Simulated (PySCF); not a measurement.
C5H10OS2Si.
Atom-mapped SMILES: `[CH3:1][S:2]/[CH:3]=[CH:4]/[Si@@H:5]1[O:6][CH2:7][CH2:8][S:9]1`

Structure used (GFN2-xTB), in Å, numbered top down from 1:
```xyz
19
C5H10OS2Si angstrom
C      4.5082   -0.0238   -0.6878
S      3.0123   -0.5816   -1.5590
C      1.7971   -0.1449   -0.3836
C      0.4897   -0.3061   -0.5639
Si    -0.7487    0.1954    0.7295
O     -2.0362   -0.7966    0.6207
C     -3.3013   -0.2128    0.7220
C     -3.3316    1.1120   -0.0247
S     -1.8159    2.0421    0.3794
H      4.4515    1.0485   -0.5255
H      5.3520   -0.2592   -1.3281
H      4.5981   -0.5538    0.2557
H      2.1990    0.2721    0.5262
H      0.1483   -0.7301   -1.4990
H     -0.2353    0.2704    2.0924
H     -4.0283   -0.9113    0.2973
H     -3.5398   -0.0494    1.7793
H     -4.1883    1.7157    0.2644
H     -3.3407    0.9530   -1.1028
```

Definitions: NICS(0) = −σiso at the ring centroid; NICS(1) = −σiso and NICS(1)zz = −σzz at ±1 Å along the ring normal z. Level: GIAO PBE0/pcSseg-1 (PySCF, non-relativistic, gas phase) on the GFN2-xTB geometry, one conformer.

Ring bond lengths (Å), with Mayer bond orders in brackets: Si5–O6 1.629 (0.98), O6–C7 1.397 (0.90), C7–C8 1.521 (1.02), C8–S9 1.824 (0.99), S9–Si5 2.161 (0.94).

**Question.** What do the NICS probes read (ppm)?

**Answer.** 
```
           ring                                                       type  NICS(0)  NICS(1), two faces  NICS(1)zz, two faces  rms pucker (Å)  centre to ring atoms, mean (Å)
Si5–O6–C7–C8–S9  5-membered ring with O, S and Si; formal bonds all single     -8.5         -4.2 / -4.0           -4.7 / -4.8            0.17                            1.42
```

**Question.** What do they say, and how far can they be read as aromaticity?

**Answer.** 
- Si5–O6–C7–C8–S9: mean NICS(1)zz -4.7 ppm, shielded. Si5, C7, C8 have four or more neighbours; no verdict on aromaticity is drawn.

**Question.** List the ring angles and the Hirshfeld charges of the ring atoms.

**Answer.** 
- Si5–O6–C7–C8–S9: Si5 96.8° (+0.381 e), O6 117.2° (-0.231 e), C7 110.3° (+0.004 e), C8 108.6° (-0.076 e), S9 90.6° (-0.130 e); sum 523.5° against 540° for a flat convex ring.
